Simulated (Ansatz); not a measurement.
These are frozen-core CCSD(T)/cc-pVTZ // PBE0-D3(BJ)/def2-TZVP in Ansatz (a program for electronic structure) values and carry that method's errors.

Ansatz 0.2 input:
```yaml
crystal:
  periodic: [false, false, false]
  atoms:
    - { symbol: C, position_ang: [0.509251, 0.062083, -0.023549] }
    - { symbol: N, position_ang: [-0.698867, -0.085783, 0.032255] }
    - { symbol: H, position_ang: [1.427457, 0.075419, 0.776591] }
    - { symbol: H, position_ang: [1.327149, 0.260744, -0.903936] }
    - { symbol: H, position_ang: [-1.334902, -0.059407, -0.818695] }
    - { symbol: H, position_ang: [-1.230088, -0.253058, 0.937337] }
basis:
  gaussian: { orbitals: cc-pVTZ }
correlation:
  method: ccsd_t
total_charge: 2
magnetization:
  spin_polarized: true
  initial_magnetization: 1
```

Output:

```
Functional definition: HF
657 factors; integrals over basis functions are off by at most 1.5e-3 eV
mean field evaluation 1: about -2541.2186 eV, gradient 4.5e1 eV
mean field evaluation 2: about -2541.2209 eV, gradient 4.5e1 eV
mean field evaluation 4: about -2548.8419 eV, gradient 4.3e0 eV
mean field evaluation 8: about -2549.0095 eV, gradient 3.1e-1 eV
mean field evaluation 16: about -2549.0278 eV, gradient 7.5e-6 eV
mean field evaluation 32: about -2549.0277 eV, gradient 9.4e-3 eV
mean field evaluation 64: about -2548.9956 eV, gradient 4.7e-1 eV
mean field evaluation 96: about -2548.3244 eV, gradient 1.7e0 eV
mean field evaluation 128: about -2548.5530 eV, gradient 8.1e0 eV
mean field evaluation 160: about -2548.3507 eV, gradient 2.7e-6 eV
mean field -2549.02775350 eV, -93.6750421481 hartree, gradient 7.5e-6 eV, S^2 0.818583; 7 other end points of the search recorded, 0 dependent functions left out
determinant -2549.02775350 eV, -93.6750421481 hartree, with singles and doubles -2558.74021886 eV, -94.0319686666 hartree
determinant -2548.35069524 eV, -93.6501607158 hartree, with singles and doubles -2557.23189071 eV, -93.9765386297 hartree
2 core orbitals not correlated
reference -2549.02775350 eV, -93.6750421481 hartree; 6, 5 occupied and 108, 109 virtual orbitals, 657 factors
second order -8.94763555 eV of doubles, -0.00000000 eV of singles
cycle   1  -9.56746385 eV  change   -7.8e-1 eV  update   2.1e-2
cycle   2  -9.59906362 eV  change   -3.2e-2 eV  update   5.0e-3
cycle   3  -9.59832730 eV  change    7.4e-4 eV  update   2.5e-3
cycle   4  -9.60139016 eV  change   -3.1e-3 eV  update   1.2e-3
cycle   5  -9.60269204 eV  change   -1.3e-3 eV  update   7.0e-4
cycle   6  -9.60327318 eV  change   -5.8e-4 eV  update   2.3e-4
cycle   7  -9.60344477 eV  change   -1.7e-4 eV  update   6.2e-5
cycle   8  -9.60347405 eV  change   -2.9e-5 eV  update   2.0e-5
cycle   9  -9.60347803 eV  change   -4.0e-6 eV  update   7.3e-6
perturbative correction -0.41515313 eV, -0.0152565960 hartree
Total energy: -2559.04638465 eV, -94.0432200520 hartree
```

Cost: very roughly 20 core-seconds.
